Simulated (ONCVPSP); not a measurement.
# An all-electron radial function and its pseudo partner (Mn (Z = 25))

Columns: radius, all-electron u(r) and pseudo u(r) of the 3s shell (level -85.64 eV) of manganese in the configuration [Ne] 3s2 3p6 3d5 4s2; PBEsol, scalar-relativistic, ONCV scheme, ONCVPSP 4.0.1.

```tsv
r (bohr)	all-electron	pseudo
0.085	-0.0558	0.2133
0.170	-0.6194	0.4176
0.255	-0.4863	0.6043
0.340	-0.0199	0.7662
0.425	0.4703	0.8975
0.510	0.8483	0.9942
0.595	1.0835	1.0548
0.680	1.1922	1.0797
0.765	1.2056	1.0714
0.850	1.1560	1.0344
0.935	1.0685	0.9741
1.020	0.9623	0.8970
1.105	0.8500	0.8093
1.190	0.7399	0.7172
1.275	0.6368	0.6256
1.360	0.5431	0.5384
1.445	0.4599	0.4583
1.530	0.3871	0.3867
1.615	0.3243	0.3242
1.700	0.2706	0.2705
1.785	0.2250	0.2250
1.870	0.1866	0.1865
1.955	0.1544	0.1543
2.040	0.1274	0.1274
2.125	0.1050	0.1050
2.210	0.0864	0.0864
```

(1) How many radial nodes do the two functions have?

(2) At about which radius was the pseudo-wave matched?

(3) Where does each function peak?

(4) Is the pseudo-wave norm-conserving?

## Answers

(1) The all-electron 3s function has n − l − 1 = 2 (the table is too coarse to show those close to the nucleus); the pseudo-wave has 0, since the states of the same l below it are removed with the core.

(2) 1.70 bohr. The columns agree to 0.0005 from 1.53 bohr on; several derivatives are matched, so the curves merge somewhat inside the radius.

(3) Outermost all-electron maximum near 0.77 bohr, pseudo maximum near 0.68 bohr (to the table’s step).

(4) Yes: the ONCV scheme keeps the norm inside the radius equal to the all-electron one, which fixes the energy derivative of the logarithmic derivative at the level.
